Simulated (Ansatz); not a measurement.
C4H9F3HfO (`CC(C)(C)[O][Hf]([F])([F])[F]`), charge 0, multiplicity 1.

**Question.** Give a relaxed structure at PBE0-D4/def2-TZVP (Ansatz). (Best estimate.)

**Answer.** Computed: 
```xyz
18

C     1.686    0.368    0.385
C     0.426   -0.079   -0.339
C     0.190    0.755   -1.588
C     0.488   -1.560   -0.677
O    -0.673    0.123    0.534
Hf   -2.137    0.395    1.699
F    -2.149    2.212    2.294
F    -3.767    0.017    0.775
F    -1.976   -0.767    3.208
H     1.616    1.424    0.655
H     1.830   -0.217    1.296
H     2.563    0.234   -0.252
H     0.116    1.814   -1.331
H     1.012    0.629   -2.295
H    -0.736    0.450   -2.080
H     0.621   -2.153    0.231
H     1.324   -1.767   -1.348
H    -0.434   -1.878   -1.168
```
Point group C3.
This is one stationary point; other conformers may exist.
